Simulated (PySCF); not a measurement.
Spinor energies of Fe⁺ (iron, charge +1)

Start: [Ar] 3d5 4s1 4p1; 3d5/2 filled at m_j = -3/2, -1/2, +1/2, +3/2, +5/2; 4s1/2 filled at m_j = +1/2; 4p3/2 filled at m_j = +3/2. Calculated with PySCF 2.14 in x2c-SVPall-2c with one added diffuse shell each of s, d type (6s5p4d1f, 48 functions): generalised Hartree-Fock with the X2C-1e Hamiltonian and a Gaussian nucleus; one run each with spin-orbit coupling (SO) switched off, then screened by Boettger's factors. This is a chosen level, not necessarily the ground level.

```
spinor shell  electrons  ε, spin-free (eV)  ε, screened SO (eV)  weight of nominal j (screened SO)  rms radius, screened SO (bohr)
       1s1/2          2            -7191.5              -7191.4                              1.000                          0.0676
       2s1/2          2            -901.29              -901.27                              1.000                           0.288
       2p1/2          2            -767.35              -776.27                              0.976                           0.259
       2p3/2          4            -767.35              -762.96                              0.988                           0.261
       3s1/2          2            -132.69              -132.69                              1.000                           0.868
       3p1/2          2            -91.724              -92.192                              0.664                           0.927
       3d5/2          5            -36.299              -36.298                              0.592                            1.10
       4s1/2          1            -19.191              -19.191                              0.999                            2.87
       4p3/2          1            -13.093              -13.062                              1.000                            3.12
```

(1) Where does 3p3/2 lie, and what is the 3p spin-orbit splitting (screened SO)?

```json
{"quantity": "E (hartree)", "spin-free": "-1270.72543", "screened SO": "-1270.73820"}
{"quantity": "M_J", "spin-free": "9/2", "screened SO": "9/2"}
{"quantity": "⟨J²⟩", "spin-free": "24.756", "screened SO": "24.756"}
{"quantity": "⟨L²⟩", "spin-free": "2.006", "screened SO": "2.009"}
{"quantity": "⟨S²⟩", "spin-free": "15.750", "screened SO": "15.747"}
```

Each row is a mean over spinors that exchange with the open shell spreads, by up to 15.990 eV (3p3/2).

Rows whose weight is well below 1 are mixtures of j = l ± 1/2: exchange outweighs spin-orbit coupling there, and the label is only the starting occupation.

Without spin-orbit coupling the j labels of p, d and f shells carry no meaning; the spin-free column gives the mean over the occupied spinors of each nl shell.

Answers

(1) At -91.497 eV, 0.695 eV above 3p1/2.
